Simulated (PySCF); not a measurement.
## Dipole moment and polarisability of `CCOC1CCC1`

C6H12O.
Cartesian coordinates in Å at the GFN2-xTB level; atoms count from 1:
```xyz
19
C6H12O angstrom
C      2.4223    0.4589    0.2089
C      1.8668   -0.7966   -0.4600
O      0.5555   -1.1269   -0.0662
C     -0.4588   -0.2913   -0.5581
C     -1.8649   -0.8804   -0.3608
C     -2.3375    0.4669    0.2052
C     -0.8756    0.9281    0.2972
H      2.3363    0.3728    1.2891
H      1.8793    1.3428   -0.1152
H      3.4706    0.5773   -0.0525
H      1.9115   -0.6824   -1.5547
H      2.4681   -1.6643   -0.1751
H     -0.2506   -0.0185   -1.6023
H     -1.8419   -1.6706    0.3848
H     -2.3655   -1.2412   -1.2559
H     -2.9167    1.0444   -0.5122
H     -2.8820    0.4223    1.1453
H     -0.4761    0.8585    1.3059
H     -0.6508    1.9095   -0.1159
```

Level: PBE0/def2-SVPD (PySCF), static field, nuclei fixed, core orbitals frozen in the response. The polarisability tensor in these axes (au):

```
x   87.56 -0.25 -0.60
y   -0.25 71.50  3.00
z   -0.60  3.00 66.61
```

Problem. Diagonalise the tensor; give its mean and Δα, where Δα² is half the sum of the squared differences of the eigenvalues.

Solution. Principal values 65.18, 72.91 and 87.59 au; mean 75.22 au = 11.15 Å³ = 12.40 × 10⁻⁴⁰ C²·m²/J; Δα = 19.72 au (26 % of the mean).

Problem. What is the dipole moment, and where does it point?

Solution. (0.31, 0.98, -0.59) D, 1.18 D in size, pointing from the negative to the positive side. Measured along this direction, the outermost atoms are H14 at the negative end and H9 at the positive end.

Problem. Orientational against electronic polarisability at 298 K (dilute gas, rigid molecules)?

Solution. In Gaussian units μ²/3kT = 11.32 Å³ against 11.15 Å³, a ratio of 1.02; the Debye molar polarisation (4π/3)N_A(α + μ²/3kT) is 56.7 cm³/mol, leaving out the vibrational part.

Problem. Estimate the molar refractivity from the static electronic polarisability.

Solution. Lorentz–Lorenz: R = (4π/3)N_A α = 2.5225 cm³/(mol·Å³) × 11.15 Å³ = 28.1 cm³/mol, in the limit of long wavelengths.

Problem. Find the Langevin capture rate constant for NO+ (29.998 u) meeting this molecule (100.089 u), k = 2.342 × 10⁻⁹ cm³/s × √(α in Å³ / reduced mass in u).

Solution. The reduced mass is 23.08 u, so k = 1.63 × 10⁻⁹ cm³/s. The formula leaves out the permanent dipole, which adds to the capture rate.

Problem. Give the principal axes and the span of the nuclei along them.

Solution. Largest value along (1.00, -0.02, -0.03), where the nuclei span 6.38 Å; middle along (0.03, 0.90, 0.43), 3.39 Å; least along (0.02, -0.43, 0.90), 2.50 Å. The response follows the extents in order.

Geometry: GFN2-xTB, one conformer, isolated molecule.
